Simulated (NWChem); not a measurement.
All runs are NWChem calculations. System: C$_{7}$H$_{10}$, charge 1, spin multiplicity 2, at the geometry of a parent with another charge or spin, in a state set for the comparison that need not be this species' ground state. Its SCF solution wasn't tested for a lower state. Level: UHF/def2-SVP.

The NWChem input:

```
start mol
memory heap 200 mb stack 900 mb global 1100 mb
charge 1
geometry units angstroms nocenter noautoz
  C      0.331405    -1.326235    -0.670357
  C      0.331405    -1.326235     0.670357
  C     -0.331133    -0.041200     1.121388
  C      0.667025     1.102334     0.774391
  C      0.667025     1.102334    -0.774391
  C     -0.331133    -0.041200    -1.121388
  C     -1.366069     0.141758     0.000000
  H      0.820224    -2.045148    -1.331497
  H      0.820224    -2.045148     1.331497
  H     -0.700381    -0.021732     2.155995
  H      1.661721     0.923175     1.207983
  H      0.304089     2.061962     1.174986
  H      1.661721     0.923175    -1.207983
  H      0.304089     2.061962    -1.174986
  H     -0.700381    -0.021732    -2.155995
  H     -2.138720    -0.641454     0.000000
  H     -1.843736     1.135602     0.000000
  symmetry group Cs
end
basis spherical
  * library def2-svp
end
scf
  uhf
  nopen 1
  maxiter 100
  thresh 1e-7
  semidirect memsize 60000000 filesize 0
  # guess.movecs holds the orbitals of an unrestricted PBE0 run
  vectors input guess.movecs output mol.movecs
end
task scf energy
```

Part of the output:

```
             Northwest Computational Chemistry Package (NWChem) 7.3.0
             --------------------------------------------------------

                                NWChem Input Module
                                -------------------

 Scaling coordinates for geometry "geometry" by  1.889725989
 (inverse scale =  0.529177249)

 Turning off AUTOSYM since
 SYMMETRY directive was detected!

                             Geometry "geometry" -> ""
                             -------------------------

 Output coordinates in angstroms (scale by  1.889725989 to convert to a.u.)

  No.       Tag          Charge          X              Y              Z
 ---- ---------------- ---------- -------------- -------------- --------------
    1 C                    6.0000     0.33140500    -1.32623500    -0.67035700
    2 C                    6.0000     0.33140500    -1.32623500     0.67035700
    3 C                    6.0000    -0.33113300    -0.04120000     1.12138800
    4 C                    6.0000     0.66702500     1.10233400     0.77439100
    5 C                    6.0000     0.66702500     1.10233400    -0.77439100
    6 C                    6.0000    -0.33113300    -0.04120000    -1.12138800
    7 C                    6.0000    -1.36606900     0.14175800     0.00000000
    8 H                    1.0000     0.82022400    -2.04514800    -1.33149700
    9 H                    1.0000     0.82022400    -2.04514800     1.33149700
   10 H                    1.0000    -0.70038100    -0.02173200     2.15599500
   11 H                    1.0000     1.66172100     0.92317500     1.20798300
   12 H                    1.0000     0.30408900     2.06196200     1.17498600
   13 H                    1.0000     1.66172100     0.92317500    -1.20798300
   14 H                    1.0000     0.30408900     2.06196200    -1.17498600
   15 H                    1.0000    -0.70038100    -0.02173200    -2.15599500
   16 H                    1.0000    -2.13872000    -0.64145400     0.00000000
   17 H                    1.0000    -1.84373600     1.13560200     0.00000000

 Effective nuclear repulsion energy (a.u.)     308.4315119811

            Nuclear Dipole moment (a.u.)
            ----------------------------
        X                 Y               Z
 ---------------- ---------------- ----------------
    -0.0000000000    -0.0000037795     0.0000000000

      Symmetry information
      --------------------

 Group name             Cs
 Group number              2
 Group order               2
 No. of unique centers    10

      Symmetry unique atoms

     1    3    4    7    8   10   11   12   16   17


 Summary of "ao basis" -> "" (spherical)
 ------------------------------------------------------------------------------
       Tag                 Description            Shells   Functions and Types
 ---------------- ------------------------------  ------  ---------------------
 *                          def2-svp                  on all atoms

 Summary of "ao basis" -> "ao basis" (spherical)
 ------------------------------------------------------------------------------
       Tag                 Description            Shells   Functions and Types
 ---------------- ------------------------------  ------  ---------------------
 C                          def2-svp                 6       14   3s2p1d
 H                          def2-svp                 3        5   2s1p

                                 NWChem SCF Module
                                 -----------------

  ao basis        = "ao basis"
  functions       =   148
  atoms           =    17
  alpha electrons =    26
  beta  electrons =    25
  charge          =   1.00
  wavefunction    = UHF
  use symmetry    = T
  symmetry adapt  = T

 Summary of "ao basis" -> "ao basis" (spherical)
 ------------------------------------------------------------------------------
       Tag                 Description            Shells   Functions and Types
 ---------------- ------------------------------  ------  ---------------------
 C                          def2-svp                 6       14   3s2p1d
 H                          def2-svp                 3        5   2s1p

      Symmetry analysis of basis
      --------------------------

        a'         80
        a"         68

 Forming initial guess at       0.1s

   Symmetry analysis of molecular orbitals - initial alpha
   -------------------------------------------------------

  Numbering of irreducible representations:

     1 a'          2 a"

  Orbital symmetries:

     1 a'          2 a"          3 a"          4 a'          5 a'
     6 a'          7 a"          8 a'          9 a'         10 a"
    11 a'         12 a"         13 a'         14 a'         15 a"
    16 a'         17 a'         18 a'         19 a"         20 a'
    21 a"         22 a'         23 a"         24 a'         25 a'
    26 a"         27 a"         28 a'         29 a'         30 a'
    31 a"         32 a'         33 a"         34 a'         35 a'
    36 a"

   Symmetry analysis of molecular orbitals - initial beta
   ------------------------------------------------------

  Numbering of irreducible representations:

     1 a'          2 a"

  Orbital symmetries:

     1 a'          2 a"          3 a"          4 a'          5 a'
     6 a'          7 a"          8 a'          9 a'         10 a"
    11 a'         12 a"         13 a'         14 a'         15 a"
    16 a'         17 a'         18 a'         19 a"         20 a'
    21 a"         22 a'         23 a"         24 a'         25 a"
    26 a'         27 a"         28 a'         29 a'         30 a'
[...]
              MO Center=  3.2D-01, -8.7D-01, -8.1D-16, r^2= 9.4D+00
   Bfn.  Coefficient  Atom+Function         Bfn.  Coefficient  Atom+Function
  ----- ------------  ---------------      ----- ------------  ---------------
   100      1.088178   8 H  s               105      1.088178   9 H  s
    87     -0.725669   7 C  s                 3     -0.627022   1 C  s
    17     -0.627022   2 C  s               110      0.608610  10 H  s
   135      0.608610  15 H  s                45     -0.531594   4 C  s
    59     -0.531594   5 C  s                31     -0.502651   3 C  s

 Vector   29  Occ=0.000000D+00  E= 3.658652D-02  Symmetry=a'
              MO Center=  2.8D-01, -4.0D-01, -8.8D-16, r^2= 9.2D+00
   Bfn.  Coefficient  Atom+Function         Bfn.  Coefficient  Atom+Function
  ----- ------------  ---------------      ----- ------------  ---------------
     3      1.241436   1 C  s                17      1.241436   2 C  s
   100     -1.035847   8 H  s               105     -1.035847   9 H  s
    31     -0.813759   3 C  s                73     -0.813759   6 C  s
    87     -0.803436   7 C  s               140      0.697684  16 H  s
    45     -0.606271   4 C  s                59     -0.606271   5 C  s

                     UHF Final Beta Molecular Orbital Analysis
                     -----------------------------------------

 Vector   23  Occ=1.000000D+00  E=-6.539692D-01  Symmetry=a"
              MO Center=  1.4D-01,  4.7D-01,  6.3D-15, r^2= 2.9D+00
   Bfn.  Coefficient  Atom+Function         Bfn.  Coefficient  Atom+Function
  ----- ------------  ---------------      ----- ------------  ---------------
    33      0.229131   3 C  py               75     -0.229131   6 C  py
    47     -0.212842   4 C  py               61      0.212842   5 C  py
    32      0.195714   3 C  px               74     -0.195714   6 C  px
    90     -0.154867   7 C  pz               46     -0.151329   4 C  px
    60      0.151329   5 C  px

 Vector   24  Occ=1.000000D+00  E=-6.534471D-01  Symmetry=a'
              MO Center= -6.7D-02,  5.6D-01,  6.2D-15, r^2= 3.1D+00
   Bfn.  Coefficient  Atom+Function         Bfn.  Coefficient  Atom+Function
  ----- ------------  ---------------      ----- ------------  ---------------
    48      0.298695   4 C  pz               62     -0.298695   5 C  pz
   139      0.189611  16 H  s                89     -0.164754   7 C  py
    32      0.157958   3 C  px               74      0.157958   6 C  px

 Vector   25  Occ=1.000000D+00  E=-6.316851D-01  Symmetry=a"
              MO Center=  2.2D-01,  6.4D-01,  1.7D-15, r^2= 3.5D+00
   Bfn.  Coefficient  Atom+Function         Bfn.  Coefficient  Atom+Function
  ----- ------------  ---------------      ----- ------------  ---------------
    90      0.259096   7 C  pz              119     -0.196295  12 H  s
   129      0.196295  14 H  s               114      0.191524  11 H  s
   124     -0.191524  13 H  s                46      0.168777   4 C  px
    60     -0.168777   5 C  px               47     -0.160407   4 C  py
    61      0.160407   5 C  py

 Vector   26  Occ=0.000000D+00  E=-2.287332D-01  Symmetry=a'
              MO Center=  2.6D-01, -1.2D+00,  7.0D-16, r^2= 2.3D+00
   Bfn.  Coefficient  Atom+Function         Bfn.  Coefficient  Atom+Function
  ----- ------------  ---------------      ----- ------------  ---------------
     7      0.300475   1 C  px               21      0.300475   2 C  px
     4      0.291837   1 C  px               18      0.291837   2 C  px
     8      0.172316   1 C  py               22      0.172316   2 C  py
     5      0.159592   1 C  py               19      0.159592   2 C  py

 Vector   27  Occ=0.000000D+00  E=-1.406655D-02  Symmetry=a"
              MO Center=  2.6D-01, -1.0D+00, -3.6D-14, r^2= 3.5D+00
   Bfn.  Coefficient  Atom+Function         Bfn.  Coefficient  Atom+Function
  ----- ------------  ---------------      ----- ------------  ---------------
    45      0.810547   4 C  s                59     -0.810547   5 C  s
     7      0.530665   1 C  px               21     -0.530665   2 C  px
     8      0.494063   1 C  py               22     -0.494063   2 C  py
    93     -0.310019   7 C  pz              120     -0.274393  12 H  s
   130      0.274393  14 H  s                 4      0.265244   1 C  px

 Vector   28  Occ=0.000000D+00  E= 1.109719D-02  Symmetry=a'
              MO Center=  2.1D-01, -6.9D-01, -2.9D-15, r^2= 9.6D+00
   Bfn.  Coefficient  Atom+Function         Bfn.  Coefficient  Atom+Function
  ----- ------------  ---------------      ----- ------------  ---------------
   100      1.029000   8 H  s               105      1.029000   9 H  s
    87     -0.810610   7 C  s               110      0.639376  10 H  s
   135      0.639376  15 H  s                 3     -0.569214   1 C  s
    17     -0.569214   2 C  s                31     -0.548450   3 C  s
    73     -0.548450   6 C  s                45     -0.541724   4 C  s

 center of mass
 --------------
 x =  -0.00376370 y =  -0.04644917 z =  -0.00000000

 moments of inertia (a.u.)
 ------------------
         593.012545715684         -19.195418975248           0.000000000000
         -19.195418975248         458.869495156518           0.000000000000
           0.000000000000           0.000000000000         523.188356957701

  Mulliken analysis of the total density
  --------------------------------------

    Atom       Charge   Shell Charges
 -----------   ------   -------------------------------------------------------
    1 C    6     5.81   1.99  0.95  0.29  1.93  0.61  0.05
    2 C    6     5.81   1.99  0.95  0.29  1.93  0.61  0.05
    3 C    6     6.30   1.99  0.85  0.51  2.06  0.84  0.05
    4 C    6     5.99   1.99  0.86  0.22  2.03  0.84  0.04
    5 C    6     5.99   1.99  0.86  0.22  2.03  0.84  0.04
    6 C    6     6.30   1.99  0.85  0.51  2.06  0.84  0.05
    7 C    6     5.97   1.99  0.86  0.31  2.03  0.74  0.05
    8 H    1     0.84   0.72  0.09  0.03
    9 H    1     0.84   0.72  0.09  0.03
   10 H    1     0.88   0.74  0.12  0.02
   11 H    1     0.91   0.75  0.14  0.02
   12 H    1     0.89   0.74  0.12  0.02
   13 H    1     0.91   0.75  0.14  0.02
   14 H    1     0.89   0.74  0.12  0.02
   15 H    1     0.88   0.74  0.12  0.02
   16 H    1     0.90   0.75  0.13  0.02
   17 H    1     0.88   0.74  0.12  0.02

  Mulliken analysis of the alpha density
  --------------------------------------

    Atom       Charge   Shell Charges
 -----------   ------   -------------------------------------------------------
    1 C    6     3.19   0.99  0.48  0.19  1.11  0.39  0.03
    2 C    6     3.19   0.99  0.48  0.19  1.11  0.39  0.03
    3 C    6     3.10   0.99  0.42  0.25  1.02  0.40  0.03
    4 C    6     3.01   0.99  0.44  0.11  1.03  0.42  0.02
    5 C    6     3.01   0.99  0.44  0.11  1.03  0.42  0.02
    6 C    6     3.10   0.99  0.42  0.25  1.02  0.40  0.03
    7 C    6     2.99   0.99  0.43  0.15  1.02  0.36  0.02
    8 H    1     0.40   0.35  0.04  0.01
    9 H    1     0.40   0.35  0.04  0.01
   10 H    1     0.44   0.37  0.06  0.01
   11 H    1     0.45   0.37  0.07  0.01
   12 H    1     0.44   0.37  0.06  0.01
   13 H    1     0.45   0.37  0.07  0.01
   14 H    1     0.44   0.37  0.06  0.01
   15 H    1     0.44   0.37  0.06  0.01
   16 H    1     0.45   0.37  0.06  0.01
   17 H    1     0.45   0.37  0.06  0.01

   Mulliken analysis of the beta density
   -------------------------------------

    Atom       Charge   Shell Charges
 -----------   ------   -------------------------------------------------------
    1 C    6     2.62   0.99  0.47  0.11  0.82  0.21  0.02
    2 C    6     2.62   0.99  0.47  0.11  0.82  0.21  0.02
    3 C    6     3.19   0.99  0.43  0.27  1.04  0.44  0.03
    4 C    6     2.98   0.99  0.43  0.11  1.00  0.42  0.02
    5 C    6     2.98   0.99  0.43  0.11  1.00  0.42  0.02
    6 C    6     3.19   0.99  0.43  0.27  1.04  0.44  0.03
    7 C    6     2.98   0.99  0.42  0.15  1.01  0.37  0.02
    8 H    1     0.44   0.37  0.05  0.01
    9 H    1     0.44   0.37  0.05  0.01
   10 H    1     0.44   0.37  0.06  0.01
   11 H    1     0.46   0.38  0.07  0.01
   12 H    1     0.44   0.37  0.06  0.01
   13 H    1     0.46   0.38  0.07  0.01
   14 H    1     0.44   0.37  0.06  0.01
   15 H    1     0.44   0.37  0.06  0.01
   16 H    1     0.45   0.37  0.06  0.01
   17 H    1     0.44   0.36  0.06  0.01

   Mulliken analysis of the spin density
   -------------------------------------

    Atom       Charge   Shell Charges
 -----------   ------   -------------------------------------------------------
    1 C    6     0.57  -0.00  0.01  0.08  0.29  0.18  0.00
    2 C    6     0.57  -0.00  0.01  0.08  0.29  0.18  0.00
    3 C    6    -0.09  -0.00 -0.01 -0.02 -0.02 -0.04  0.00
    4 C    6     0.04   0.00  0.01 -0.00  0.03  0.01 -0.00
    5 C    6     0.04   0.00  0.01 -0.00  0.03  0.01 -0.00
    6 C    6    -0.09  -0.00 -0.01 -0.02 -0.02 -0.04  0.00
    7 C    6     0.02   0.00  0.01 -0.00  0.01 -0.01  0.00
    8 H    1    -0.03  -0.02 -0.01  0.00
    9 H    1    -0.03  -0.02 -0.01  0.00
   10 H    1     0.01   0.01  0.00 -0.00
   11 H    1    -0.00  -0.00 -0.00  0.00
   12 H    1     0.00   0.00  0.00  0.00
   13 H    1    -0.00  -0.00 -0.00  0.00
   14 H    1     0.00   0.00  0.00  0.00
   15 H    1     0.01   0.01  0.00 -0.00
   16 H    1    -0.00  -0.00  0.00  0.00
   17 H    1     0.01   0.01  0.00  0.00

       Multipole analysis of the density wrt the origin
       ------------------------------------------------

     L   x y z        total         alpha         beta         nuclear
     -   - - -        -----         -----         ----         -------
     0   0 0 0      1.000000    -26.000000    -25.000000     52.000000

     1   1 0 0      0.341899     -0.094088      0.435987     -0.000000
     1   0 1 0     -1.174549      0.567156     -1.741701     -0.000004
     1   0 0 1      0.000000      0.000000     -0.000000      0.000000

     2   2 0 0    -27.748259    -77.768968    -75.599822    125.620531
     2   1 1 0     -2.046873     -5.746514     -6.394854     10.094496
     2   1 0 1      0.000000      0.000000     -0.000000      0.000000
     2   0 2 0    -22.054173   -115.065353   -107.341793    200.352973
     2   0 1 1     -0.000000     -0.000000      0.000000     -0.000000
     2   0 0 2    -25.560526    -96.089214    -94.457622    164.986311

 Task  times  cpu:       16.2s     wall:       16.2s

 Total times  cpu:       16.2s     wall:       16.2s
```
